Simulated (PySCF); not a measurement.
Species: C4H3F3S.
Atom-mapped SMILES: `[F:1][C:2]([F:3])([F:4])[S:5][C:6]1=[CH:7][CH2:8]1` (hydrogens: H9 on C7; H10, H11 on C8)

Vertical excitations from PySCF (density fitting, frozen core in the response, grid level 2 and gas phase unless stated; continuum runs use non-equilibrium linear response for the excitations) on a GFN2-xTB geometry. Reference run:

| settings | S1, eV (f) | S2, eV (f) | S3, eV (f) | S4, eV (f) | S5, eV (f) | S6, eV (f) | T1, eV (Tamm–Dancoff) | mean α (au) |
| --- | --- | --- | --- | --- | --- | --- | --- | --- |
| PBE0/def2-SVPD, full TDDFT, 6 singlets | 4.93 (0.000) | 5.86 (0.178) | 6.41 (0.004) | 6.78 (0.001) | 6.92 (0.006) | 7.15 (0.017) | 3.81 | 69.3 |

Q: What do these settings give: X3LYP/6-311G**, grid level 3, energy threshold 1e-06 Eh, TDA, 6 singlets?

A: 
```json
{"settings": "X3LYP/6-311G**, grid level 3, energy threshold 1e-06 Eh, TDA, 6 singlets", "S1, eV (f)": "4.85 (0.001)", "S2, eV (f)": "6.26 (0.187)", "S3, eV (f)": "6.83 (0.001)", "S4, eV (f)": "6.89 (0.000)", "S5, eV (f)": "7.15 (0.002)", "S6, eV (f)": "7.20 (0.207)", "T1, eV (Tamm–Dancoff)": "3.93", "mean α (au)": "59.5"}
```

S1 moves by -0.08 eV; functional, basis and response scheme change together, so the shift can't be laid on one. States are counted by energy in each run and needn't keep their character from row to row.

All basis functions are spherical, in the Pople sets too.

Q: Which orbital pairs make up S1 in each run, and how does it sit against the orbital gap?

A: 
```csv
settings,S1 configurations (weight),S1 (eV),orbital gap (eV),S1 − gap (eV)
"PBE0/def2-SVPD, full TDDFT, 6 singlets",H→L 0.98,4.93,6.43,-1.50
"X3LYP/6-311G**, grid level 3, energy threshold 1e-06 Eh, TDA, 6 singlets",H→L 0.99,4.85,6.13,-1.28
```

The values belong to the conformer `[F:1][C:2]([F:3])([F:4])[S:5][C:6]1=[CH:7][CH2:8]1`: F1–C2–S5–C6 60°, C2–S5–C6–C7 180°.
